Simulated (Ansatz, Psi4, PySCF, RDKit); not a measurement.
Internal rotation in SMILES [SiH3]N([SiH3])[SiH3] (H9NSi3), singlet. Scanned: dihedral H5–Si1–N2–Si3; all other coordinates were relaxed at B3LYP-D3(BJ)/def2-SVP.

Atom numbering (GFN2-xTB optimised geometry, Å):
```
13

Si     0.2853     1.6884     0.2990
N     -0.0188     0.0293    -0.1465
Si     1.3297    -1.0500    -0.3921
Si    -1.6183    -0.6334     0.0679
H     -0.8911     2.4688    -0.0786
H      1.4658     2.1335    -0.4386
H      0.5216     1.7984     1.7433
H      1.8194    -1.5627     0.8929
H      2.3830    -0.2930    -1.0654
H      0.8640    -2.1537    -1.2291
H     -1.8175    -1.0580     1.4586
H     -1.7446    -1.7791    -0.8305
H     -2.5785     0.4115    -0.2808
```

Computed with: M06-2X/def2-TZVP // B3LYP-D3(BJ)/def2-SVP (Psi4); RKS-B3LYP/6-31G* = restricted B3LYP/6-31G*, spherical d // B3LYP-D3(BJ)/def2-SVP run with PySCF; B3LYP/def2-TZVP // B3LYP-D3(BJ)/def2-SVP (Psi4); UFF // B3LYP-D3(BJ)/def2-SVP (RDKit); PBE-D3(BJ)/def2-TZVP // B3LYP-D3(BJ)/def2-SVP (Psi4); CCSD(T)/cc-pVTZ = CCSD(T) on RHF/cc-pVTZ, frozen core // B3LYP-D3(BJ)/def2-SVP in Ansatz (a first-principles code).

Energies in kJ/mol, each method relative to its own lowest point.

```json
[
 {"φ / °": "0", "M06-2X/def2-TZVP": "0.00", "RKS-B3LYP/6-31G*": "0.00", "B3LYP/def2-TZVP": "0.03", "UFF": "5.33", "PBE-D3(BJ)/def2-TZVP": "0.03", "CCSD(T)/cc-pVTZ": "0.00"},
 {"φ / °": "15", "M06-2X/def2-TZVP": "0.52", "RKS-B3LYP/6-31G*": "0.30", "B3LYP/def2-TZVP": "0.49", "UFF": "4.43", "PBE-D3(BJ)/def2-TZVP": "0.41", "CCSD(T)/cc-pVTZ": "0.43"},
 {"φ / °": "30", "M06-2X/def2-TZVP": "5.02", "RKS-B3LYP/6-31G*": "2.53", "B3LYP/def2-TZVP": "4.23", "UFF": "0.00", "PBE-D3(BJ)/def2-TZVP": "3.05", "CCSD(T)/cc-pVTZ": "4.13"},
 {"φ / °": "45", "M06-2X/def2-TZVP": "0.66", "RKS-B3LYP/6-31G*": "0.43", "B3LYP/def2-TZVP": "0.60", "UFF": "4.86", "PBE-D3(BJ)/def2-TZVP": "0.52", "CCSD(T)/cc-pVTZ": "0.57"},
 {"φ / °": "60", "M06-2X/def2-TZVP": "0.00", "RKS-B3LYP/6-31G*": "0.00", "B3LYP/def2-TZVP": "0.00", "UFF": "5.38", "PBE-D3(BJ)/def2-TZVP": "0.00", "CCSD(T)/cc-pVTZ": "0.00"},
 {"φ / °": "75", "M06-2X/def2-TZVP": "0.52", "RKS-B3LYP/6-31G*": "0.36", "B3LYP/def2-TZVP": "0.45", "UFF": "5.06", "PBE-D3(BJ)/def2-TZVP": "0.40", "CCSD(T)/cc-pVTZ": "0.46"},
 {"φ / °": "90", "M06-2X/def2-TZVP": "5.03", "RKS-B3LYP/6-31G*": "2.56", "B3LYP/def2-TZVP": "4.26", "UFF": "0.02", "PBE-D3(BJ)/def2-TZVP": "3.08", "CCSD(T)/cc-pVTZ": "4.16"},
 {"φ / °": "105", "M06-2X/def2-TZVP": "0.49", "RKS-B3LYP/6-31G*": "0.30", "B3LYP/def2-TZVP": "0.43", "UFF": "4.64", "PBE-D3(BJ)/def2-TZVP": "0.35", "CCSD(T)/cc-pVTZ": "0.41"}
]
```

Root-mean-square difference from the CCSD(T)/cc-pVTZ profile, itself a level with limits, after the best constant shift (kJ/mol): M06-2X/def2-TZVP 0.36, RKS-B3LYP/6-31G* 0.66, B3LYP/def2-TZVP 0.04, UFF 3.83, PBE-D3(BJ)/def2-TZVP 0.46.
